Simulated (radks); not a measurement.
Values are calculated unless marked as measured or tabulated.
All-electron atom: Ce I in [Xe] 4f1 5d2 6f1 (not the ground configuration). Code: a radial shooting solver on a logarithmic mesh with Libxc functionals. Model: Dirac Kohn-Sham, PBEsol, spin-unpolarised, spherical densities, finite nucleus; open shells fill j = l - 1/2 first; Fermi nuclear charge, rms radius 4.8771 fm.

Unscreened Slater integrals over Kohn-Sham orbitals (eV). Large and small components are both included.

| integral | value |
|---|---|
| F0(6f5/2,6f5/2) | 0.83607 |
| F2(6f5/2,6f5/2) | 0.43887 |
| F4(6f5/2,6f5/2) | 0.31102 |
| F0(6f5/2,5d3/2) | 1.1945 |
| F2(6f5/2,5d3/2) | 0.070456 |
| G1(6f5/2,5d3/2) | 0.018235 |
| G3(6f5/2,5d3/2) | 0.010943 |
| F0(6f5/2,4f5/2) | 1.1981 |
| F2(6f5/2,4f5/2) | 0.015375 |
| F4(6f5/2,4f5/2) | 0.0028898 |
| G0(6f5/2,4f5/2) | 0.0032439 |
| G2(6f5/2,4f5/2) | 0.0025939 |
| G4(6f5/2,4f5/2) | 0.0017460 |
| F0(6f5/2,5p3/2) | 1.1963 |
| F2(6f5/2,5p3/2) | 0.030114 |
| G2(6f5/2,5p3/2) | 0.0010849 |
| G4(6f5/2,5p3/2) | 0.00087978 |
| F0(5d3/2,5d3/2) | 8.7837 |
| F2(5d3/2,5d3/2) | 4.4656 |
| F0(5d3/2,4f5/2) | 11.255 |
| F2(5d3/2,4f5/2) | 3.0433 |
| G1(5d3/2,4f5/2) | 1.8015 |
| G3(5d3/2,4f5/2) | 1.3349 |
| F0(5d3/2,5p3/2) | 10.425 |
| F2(5d3/2,5p3/2) | 4.8474 |
| G1(5d3/2,5p3/2) | 5.5893 |
| G3(5d3/2,5p3/2) | 3.4262 |
| F0(4f5/2,4f5/2) | 23.104 |
| F2(4f5/2,4f5/2) | 10.640 |
| F4(4f5/2,4f5/2) | 6.6106 |
| F0(4f5/2,5p3/2) | 15.948 |
| F2(4f5/2,5p3/2) | 5.9231 |
| G2(4f5/2,5p3/2) | 3.4906 |
| G4(4f5/2,5p3/2) | 2.6178 |
| F0(5p3/2,5p3/2) | 13.628 |
| F2(5p3/2,5p3/2) | 7.3286 |
